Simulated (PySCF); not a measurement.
C6H8F3 (charge +1).
SMILES: `C=C[C+](CF)CC(F)F`

A PySCF run (density fitting, gas phase, GFN2-xTB geometry) gave HOMO -16.52 eV, LUMO -7.23 eV and E = -532.147 Eh.

Question: Which of these levels was it?
A. HF/pcSseg-1
B. PBE0/6-31G*
C. PBE0/pcSseg-1
D. PBE0/def2-SVPD
E. wB97X/def2-SVPD

Answer: E. It is wB97X/def2-SVPD. All candidates on this geometry:

```csv
level and settings,kind,basis functions,SCF cycles,E (Eh),HOMO (eV),LUMO (eV)
"PBE0/6-31G*, energy threshold 1e-11 Eh",global hybrid,142,13,-532.0667,-13.87,-9.08
PBE0/pcSseg-1,global hybrid,193,14,-532.0246,-14.16,-9.32
PBE0/def2-SVPD,global hybrid,253,14,-531.7116,-14.19,-9.31
"wB97X/def2-SVPD, grid level 3",range-separated hybrid,253,14,-532.1470,-16.52,-7.23
"HF/pcSseg-1, grid level 4",Hartree–Fock,193,12,-529.7939,-16.80,-5.56
```

The nearest other candidate, by the summed differences of HOMO and LUMO, is HF/pcSseg-1: its HOMO differs by -0.28 eV and its LUMO by +1.67 eV. Cycle counts include a coarse-grid stage where the run had one. All basis functions are spherical, in the Pople sets too.

Shape of the structure used: `[CH2:1]=[CH:2][C+:3]([CH2:4][F:5])[CH2:6][CH:7]([F:8])[F:9]`: C1–C2–C3–C4 -173°, C2–C3–C4–F5 173°, C2–C3–C6–C7 -90°, C3–C6–C7–F8 172°.
